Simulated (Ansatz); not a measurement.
`[F][GeH]([F])[GeH3]` + H₂ → `[F][GeH2][F]` + GeH₄ at 298.15 K and 1 bar (hydrogenolysis of a Ge–Ge bond).

Calculated with Ansatz (gas phase, PBE0-D4/def2-TZVP geometries, no zero-point term in ΔE). CCSD(T)/CBS adds triple-zeta CCSD(T) − MP2 to the extrapolated MP2 energy (def2 sets, frozen cores). This one scheme is used for every species. For Ge outer-core shells are correlated without core-valence functions, which leaves a few kJ/mol of doubt a bond. Scalar relativity is left out up to krypton.

```json
{"species": "`[F][GeH]([F])[GeH3]`", "CCSD(T)/CBS energy (Eh)": "-4354.28742", "H − E (kJ/mol)": "115.9", "S (J/(mol·K))": "361.9"}
{"species": "H₂", "CCSD(T)/CBS energy (Eh)": "-1.17544", "H − E (kJ/mol)": "35.1", "S (J/(mol·K))": "130.4"}
{"species": "`[F][GeH2][F]`", "CCSD(T)/CBS energy (Eh)": "-2276.96403", "H − E (kJ/mol)": "66.9", "S (J/(mol·K))": "277.3"}
{"species": "GeH₄", "CCSD(T)/CBS energy (Eh)": "-2078.49493", "H − E (kJ/mol)": "88.5", "S (J/(mol·K))": "217.3"}
```

H − E and S are ideal-gas, rigid-rotor, harmonic terms from PBE0-D4/def2-TZVP. The MP2-based limit puts H₂ 0.8 mEh under its directly extrapolated value; such offsets cancel only in part. 1 Eh = 2625.50 kJ/mol, R = 8.31446 J/(mol·K).

Question: By hand: ΔE, ΔH, ΔS and ΔG.

Answer: ΔE = (-2276.96403) + (-2078.49493) − (-4354.28742) − (-1.17544) = 0.00390 Eh = 10.2 kJ/mol. Δ(H − E) = 66.9 + 88.5 − 115.9 − 35.1 = 4.4, so ΔH = 14.6 kJ/mol. ΔS = 277.3 + 217.3 − 361.9 − 130.4 = 2.3 J/(mol·K). ΔG = 14.6 − 298.15 × (2.3)/1000 = 13.9 kJ/mol.

Question: By hand: the equilibrium constant, and the temperature at which ΔG would vanish if ΔH and ΔS stayed fixed.

Answer: log₁₀ K = −ΔG/(RT ln 10) = -2.4. ΔG = 0 at ΔH/ΔS = 6348 K, far beyond where these terms or the molecules hold.

The number of gas molecules stays the same, so ΔS is small and ΔH decides. A doubt of 5 kJ/mol in ΔE shifts log₁₀ K by 0.9 here. These are equilibria of isolated gas molecules and say nothing of rates. Largest T1 diagnostic: 0.012 (customary marks: 0.02 for closed shells, 0.045 for open ones).
